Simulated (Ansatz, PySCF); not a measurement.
Pair of molecules: C2H4 (SMILES C=C) (first 6 atoms) with C2H6O (SMILES COC); geometry from B3LYP-D3(BJ)/def2-TZVP, rigid monomers moved along the line of their centres of mass till H5···O8 is 3.40 Å.
(charge 0, multiplicity 1):
```xyz
15

C      0.5184    -0.5038     0.2877
C     -0.3977     0.4366     0.4691
H      0.8600    -0.7904    -0.6998
H      0.9667    -1.0288     1.1230
H     -0.7351     0.7185     1.4592
H     -0.8421     0.9575    -0.3710
C      0.6096     0.8040     5.1157
O     -0.7488     0.5242     4.8558
C     -1.0603    -0.8432     5.0118
H      1.2696     0.2585     4.4294
H      0.8811     0.5398     6.1459
H      0.7556     1.8731     4.9710
H     -0.4795    -1.4679     4.3213
H     -2.1195    -0.9635     4.7908
H     -0.8657    -1.1819     6.0376
```

Monomers are frozen at their geometry in the pair; levels with a basis set take the counterpoise correction. Rows marked so take none.

Correlated levels freeze the cores. Rows in 3-21G carry no dispersion term and start afresh at each structure.

Programs: Ansatz (a quantum-chemistry and plane-wave program); PySCF for 3-21G rows, the dispersion terms. Each number belongs to the level named beside it.

| level | interaction energy (meV) |
|---|---|
| HF/3-21G (no counterpoise) | -28.0 |
| HF/aug-cc-pVDZ | -11.1 |
| PBE/def2-TZVPPD | -21.3 |
| r2SCAN/def2-TZVPPD | -19.7 |
| r2SCAN-D4/def2-TZVPPD | -34.1 |
| B3LYP/def2-TZVPPD | -4.4 |
| MP2/aug-cc-pVDZ | -35.4 |
| CCSD/aug-cc-pVDZ | ? |
| CCSD(T)/aug-cc-pVDZ | -35.1 |

Question: Fill in the missing entries.

Answer: 
- CCSD/aug-cc-pVDZ, interaction energy (meV): -31.5
